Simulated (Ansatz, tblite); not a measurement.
Forces on (KI)4 ring (K₄I₄) at its r2SCAN-D4/def2-SVP geometry. Charge 0, multiplicity 1.

In the def2 sets I takes a core potential; there is no spin–orbit coupling. The xTB rows come from tblite. Another isomer (singlet) lies 0.83 eV lower at PBE0-D4/def2-TZVP; other spin states weren't run for this one.

GFN1-xTB (tblite), largest force 0.28 eV/Å:

```xyz
8
positions Å, forces eV/Å
I    -1.434    0.028   -2.048    0.037   -0.123   -0.002
I     2.186   -4.841    0.847   -0.038    0.059   -0.026
I     1.474   -0.015    2.016   -0.036    0.123    0.002
I    -2.219    4.829   -0.820    0.040   -0.057    0.024
K    -3.157    2.676   -3.064    0.177   -0.042    0.215
K     0.448   -2.283   -0.419    0.071    0.106    0.142
K     3.117   -2.688    3.094   -0.171    0.042   -0.219
K    -0.413    2.294    0.393   -0.080   -0.108   -0.137
```

GFN2-xTB (tblite), largest force 0.19 eV/Å:

```
I 0.034 -0.044 0.036
I -0.025 0.012 -0.029
I -0.036 0.043 -0.033
I 0.027 -0.011 0.027
K -0.061 -0.023 -0.093
K -0.065 -0.105 -0.142
K 0.060 0.022 0.094
K 0.065 0.106 0.141
```

PBE-D4/def2-TZVP (Ansatz), largest force 0.05 eV/Å:

```
I -0.006 0.000 -0.007
I 0.003 0.019 0.013
I 0.007 -0.001 0.008
I -0.004 -0.019 -0.013
K 0.030 0.003 0.039
K 0.010 0.013 0.019
K -0.028 -0.003 -0.040
K -0.012 -0.012 -0.019
```
